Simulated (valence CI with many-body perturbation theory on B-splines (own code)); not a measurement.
**V III: what the settings do**

Level of theory: configuration interaction combined with many-body perturbation theory (CI+MBPT): three valence electrons over a frozen Dirac-Fock core [Ar], a basis of 6 s, 6 p, 5 d, 5 f, 1 g functions for each j, with the one-electron correlation potential Σ1 (screened to all orders), the two-electron term Σ2, the three-electron term Σ3, Breit, model QED; selected single and double excitations, second order for the rest, scaled by the run's own slope (own B-spline code, finite nucleus).

Against 22 measured levels this calculation errs by 827 cm⁻¹ on average and by 1979 at most. Only levels of the ground parity were solved; by the run's estimate the other parity begins above the list, which can be wrong where configurations are misplaced.

The reference run has the lowest level 3d3 4F_3/2 and an ionisation energy of 28.8887 eV. Its largest variational space holds 6175 state functions.

Names give the largest LS component (configuration and term), which can be under half, so a name can repeat, a term be missing and a line seem to break the LS rules; names also repeat where a configuration has a term twice.

Changed runs:
A. highest l in the core sums 6 → 3
B. three-electron term on → off; scale of Σ1 1 → 0; scale of Σ2 1 → 0
C. highest l in the core sums 6 → 5
D. factor on the speed of light 1 → 0.9 (bad on purpose)

Excitation energies of the reference run in cm⁻¹, and shifts in cm⁻¹:

| Level | Reference | A | B | C | D |
| --- | --- | --- | --- | --- | --- |
| 3d3 4F_5/2 | 141 | +2.6 | -43 | +0.3 | +33 |
| 3d3 4F_7/2 | 332 | +6.1 | -100 | +0.8 | +78 |
| 3d3 4F_9/2 | 569 | +10 | -171 | +1.4 | +131 |
| 3d3 2G_7/2 | 12036 | -74 | -187 | -10 | +31 |
| 3d3 4P_1/2 | 12160 | -232 | -377 | -4.3 | +31 |
| 3d3 4P_3/2 | 12237 | -232 | -400 | -4.3 | +44 |
| 3d3 2G_9/2 | 12251 | -70 | -244 | -10 | +76 |
| 3d3 4P_5/2 | 12410 | -228 | -445 | -3.8 | +89 |
| 3d3 2P_3/2 | 16454 | -386 | -2117 | -13 | -12 |
| 3d3 2H_9/2 | 16489 | +66 | -99 | -12 | +36 |
| 3d3 2P_1/2 | 16498 | -391 | -2248 | -12 | +31 |
| 3d3 2H_11/2 | 16652 | +69 | -141 | -12 | +68 |
| Ionisation energy (eV) | 28.8887 | +0.5343 | -2.8563 | +0.0408 | -0.0414 |
